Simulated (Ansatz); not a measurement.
One change: `OB/C=[N]/[GeH3]` becomes `N=CBO`.

Ansatz, PBE0-D4/def2-TZVP geometries, multiplicity 1. Each molecule was computed in one conformer, which needn't be the lowest.

Scalar relativity is left out up to krypton.

| property | `OB/C=[N]/[GeH3]` |
| --- | --- |
| HOMO–LUMO gap (B3LYP/def2-TZVPP) / eV | 4.59 |
| HOMO energy (PBE0/def2-TZVPP) / eV | -6.75 |
| LUMO energy (B3LYP/def2-TZVPP) / eV | -1.96 |
| size of the dipole moment (B3LYP/def2-TZVPP) / D | 1.52 |
| size of the dipole moment (ωB97M-V/def2-TZVPP) / D | 1.53 |
| LUMO energy (PBE/def2-TZVPP) / eV | -2.78 |

**Question.** What does the change do to each property? (Estimate.)

**Answer.** Ansatz gave: 
```json
{"property": "HOMO–LUMO gap (B3LYP/def2-TZVPP) / eV", "`N=CBO`": "5.64", "shift": "1.05"}
{"property": "HOMO energy (PBE0/def2-TZVPP) / eV", "`N=CBO`": "-7.97", "shift": "-1.22"}
{"property": "LUMO energy (B3LYP/def2-TZVPP) / eV", "`N=CBO`": "-2.12", "shift": "-0.16"}
{"property": "size of the dipole moment (B3LYP/def2-TZVPP) / D", "`N=CBO`": "2.45", "shift": "0.93"}
{"property": "size of the dipole moment (ωB97M-V/def2-TZVPP) / D", "`N=CBO`": "2.45", "shift": "0.92"}
{"property": "LUMO energy (PBE/def2-TZVPP) / eV", "`N=CBO`": "-2.93", "shift": "-0.15"}
```

With PBE0 the HOMO falls by 1.22 eV and the LUMO falls by 0.14 eV, so the gap widens by about 1.08 eV. PBE moves the HOMO by -1.07 eV and ωB97M-V by -1.30 eV. Dipoles are sizes alone; their direction can turn.

B3LYP here is the variant with VWN-RPA as its local correlation; programs differ in this.
